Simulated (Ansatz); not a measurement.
`C[NH][Ge]([Cl])([Cl])[Cl]`, relaxed with RKS PBE0-D4/def2-TZVP in Ansatz 0.2.0 from a PBE-D4/def2-SVP geometry. The force threshold is 0.005 eV/Å; the program also tests the step.

The species carries charge 0 and has multiplicity 1.

Start:

```xyz
10

C     0.777   -0.874    0.909
N     0.681   -0.143   -0.352
Ge   -0.779    0.885   -0.696
Cl   -2.680   -0.173   -0.635
Cl   -0.537    1.736   -2.660
Cl   -0.891    2.426    0.809
H     1.817   -1.235    1.050
H     0.090   -1.748    0.995
H     0.556   -0.186    1.751
H     0.967   -0.689   -1.172
```

```csv
step,energy (eV),largest force (eV/Å),largest move (Å)
1,-96662.4516,0.475,0.000
2,-96662.5048,0.176,0.042
3,-96662.5075,0.045,0.016
4,-96662.5077,0.019,0.007
5,-96662.5079,0.035,0.017
6,-96662.5079,0.037,0.001
7,-96662.5080,0.035,0.021
8,-96662.5081,0.017,0.004
9,-96662.5081,0.002,0.007
10,-96662.5082,0.005,0.007
11,-96662.5082,0.005,0.003
```

End:

```xyz
10

C     0.763   -0.881    0.901
N     0.681   -0.127   -0.339
Ge   -0.766    0.886   -0.681
Cl   -2.633   -0.160   -0.581
Cl   -0.557    1.686   -2.638
Cl   -0.878    2.445    0.759
H     1.790   -1.221    1.051
H     0.099   -1.753    0.936
H     0.513   -0.229    1.741
H     0.990   -0.646   -1.150
```

Hardware: 4 threads of an Intel Xeon on a shared host. Wall time 4.4 min, peak host memory 1 GiB.
